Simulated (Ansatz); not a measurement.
Job for Ansatz (an electronic-structure program): R-B3LYP-D3(BJ)/def2-TZVP on H2O (SMILES O).

Ansatz 0.2 input:
```yaml
crystal:
  periodic: [false, false, false]
  atoms:
    - {symbol: O, position_ang: [0.00000000, -0.00000000, 0.39750000]}
    - {symbol: H, position_ang: [0.00000000, 0.76320000, -0.19880000]}
    - {symbol: H, position_ang: [0.00000000, -0.76320000, -0.19880000]}
basis:
  gaussian:
    orbitals: def2-TZVP
hamiltonian:
  xc: b3lyp
  dispersion: d3bj
relax: {f_tol: 0.004, max_steps: 120}
scf: {lower_state_search: off}
```

The log:

```
WARN ansatz: RAYON_NUM_THREADS=4 ignored (pool sized by the plan → 4); use --threads N
Functional definition: B3LYP
these checks for a lower state are left out or cut short: stability, starts, cluster_reference, orbital_swaps, neighbouring_geometries, increment
integrals: 0.00 GiB planned
239 factors; their error is unknown
mean field: 0.08 GiB planned
mean field evaluation 1: about -2076.1204 eV, gradient 5.4e1 eV
mean field evaluation 2: about -2068.0811 eV, gradient 8.6e1 eV
mean field evaluation 4: about -2080.6596 eV, gradient 2.5e-1 eV
mean field evaluation 8: about -2080.6617 eV, gradient 2.7e-3 eV
mean field -2080.66171611 eV, -76.4629077438 hartree, gradient 4.3e-6 eV, S^2 0.000000; 0 other end points of the search recorded, 0 dependent functions left out
the calculation of the forces begins
reference -2080.66185361 eV, -76.4629127968 hartree; 5, 5 occupied and 38, 38 virtual orbitals, 239 factors
relax step   1: F+E_penalty+E_count = -2080.67733270 eV  Δ(F+E_penalty+E_count) = +0.000e0 eV  max|allowed force component| = 4.367e-1 eV/Å  Δτ_max = 0.0000 Å  (13 SCF iters, accepted)
these checks for a lower state are left out or cut short: stability, starts, cluster_reference, orbital_swaps, neighbouring_geometries, increment
integrals: 0.00 GiB planned
239 factors; their error is unknown
mean field: 0.08 GiB planned
mean field evaluation 16: about -2080.6610 eV, gradient 4.9e-1 eV
mean field -2080.66350872 eV, -76.4629736209 hartree, gradient 1.2e-6 eV, S^2 0.000000; 0 other end points of the search recorded, 0 dependent functions left out
the calculation of the forces begins
reference -2080.66364556 eV, -76.4629786498 hartree; 5, 5 occupied and 38, 38 virtual orbitals, 239 factors
relax step   2: F+E_penalty+E_count = -2080.67912459 eV  Δ(F+E_penalty+E_count) = -1.792e-3 eV  max|allowed force component| = 1.820e-1 eV/Å  Δτ_max = 0.0036 Å  (19 SCF iters, accepted)
these checks for a lower state are left out or cut short: stability, starts, cluster_reference, orbital_swaps, neighbouring_geometries, increment
integrals: 0.00 GiB planned
239 factors; their error is unknown
mean field: 0.08 GiB planned
mean field -2080.66401127 eV, -76.4629920894 hartree, gradient 1.2e-6 eV, S^2 0.000000; 0 other end points of the search recorded, 0 dependent functions left out
the calculation of the forces begins
reference -2080.66414765 eV, -76.4629971012 hartree; 5, 5 occupied and 38, 38 virtual orbitals, 239 factors
relax step   3: F+E_penalty+E_count = -2080.67962618 eV  Δ(F+E_penalty+E_count) = -5.016e-4 eV  max|allowed force component| = 1.540e-2 eV/Å  Δτ_max = 0.0037 Å  (19 SCF iters, accepted)
these checks for a lower state are left out or cut short: stability, starts, cluster_reference, orbital_swaps, neighbouring_geometries, increment
integrals: 0.00 GiB planned
239 factors; their error is unknown
mean field: 0.08 GiB planned
mean field evaluation 32: about -2080.6618 eV, gradient 2.6e-1 eV
mean field -2080.66402695 eV, -76.4629926657 hartree, gradient 1.2e-6 eV, S^2 0.000000; 0 other end points of the search recorded, 0 dependent functions left out
the calculation of the forces begins
reference -2080.66416331 eV, -76.4629976769 hartree; 5, 5 occupied and 38, 38 virtual orbitals, 239 factors
relax step   4: F+E_penalty+E_count = -2080.67964164 eV  Δ(F+E_penalty+E_count) = -1.546e-5 eV  max|allowed force component| = 4.637e-4 eV/Å  Δτ_max = 0.0009 Å  (19 SCF iters, accepted)
Total energy: -2080.67977800 eV, -76.4635715061 hartree
Atom 0 at    -0.000000     0.000000     0.389611 Å, force    -0.000000     0.000000    -0.000141 eV/Å
Atom 1 at     0.000000     0.764986    -0.194856 Å, force     0.000000     0.000464     0.000070 eV/Å
Atom 2 at     0.000000    -0.764986    -0.194856 Å, force    -0.000000    -0.000464     0.000070 eV/Å
Dipole moment:    -0.000000    -0.000000    -0.429653 e Å
Checks for a lower state left out: stability, starts, cluster_reference, orbital_swaps, neighbouring_geometries, increment
```

The calculation finished and met its thresholds.

Cost: around 1.5 core-seconds (rough).
